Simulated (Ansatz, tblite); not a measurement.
Cost and result up the ladder for dimethylphenylsulfonium dicyanamide (C₁₀H₁₁N₃S) (25 atoms). Charge 0, multiplicity 1. Geometry: PBE-D4/def2-SVP.

```xyz
25

C     2.0930   -0.1950    1.0761
S     1.0304   -0.8761   -0.2338
C     2.0884   -0.4946   -1.6926
C    -0.2789    0.3317   -0.4421
C    -1.5564   -0.1847   -0.7153
C    -2.6235    0.7126   -0.8735
C    -2.4095    2.0937   -0.7641
C    -1.1235    2.5937   -0.4910
C    -0.0461    1.7146   -0.3261
H     1.4101    0.0371    1.9130
H     2.7597   -1.0266    1.3741
H     2.6480    0.6873    0.7104
H     3.0042   -1.1086   -1.5939
H     1.5209   -0.8112   -2.5871
H     2.3318    0.5830   -1.7461
H    -1.7377   -1.2670   -0.7601
H    -3.6316    0.3132   -1.0552
H    -3.2526    2.7911   -0.8804
H    -0.9580    3.6775   -0.3966
H     0.9545    2.1113   -0.1001
N     1.6662   -3.2904    2.1965
C     0.6667   -2.6528    2.1233
N    -0.2776   -1.7442    1.9716
C    -1.5590   -1.9746    1.7696
N    -2.7196   -2.0212    1.5234
```

Ansatz on 4 threads of Arm Neoverse V2 on a shared host; xTB runs through tblite on one thread. Times are rough, summed over both states, and most runs start from the orbitals of an earlier one. PBE0-D4/def2-SVP serves as the yardstick here, not as an exact answer. The other state is a triplet.

The xTB rows come from tblite. In the singlet geometry the species has come apart into loosely held pieces. In the triplet geometry the species has come apart into loosely held pieces.

xTB has no spin-polarisation term.

```json
{"level": "GFN2-xTB", "functions": "72", "wall time": "0.037 s", "vertical triplet (eV)": "3.03", "difference from PBE0-D4/def2-SVP (eV)": "-0.64"}
{"level": "GFN1-xTB", "functions": "83", "wall time": "0.049 s", "vertical triplet (eV)": "2.70", "difference from PBE0-D4/def2-SVP (eV)": "-0.98"}
{"level": "PBE-D4/def2-SVP", "functions": "255", "wall time": "17 s", "vertical triplet (eV)": "3.27", "difference from PBE0-D4/def2-SVP (eV)": "-0.40"}
{"level": "PBE0-D4/def2-SVP", "functions": "255", "wall time": "38 s", "vertical triplet (eV)": "3.67", "difference from PBE0-D4/def2-SVP (eV)": "0.00"}
```
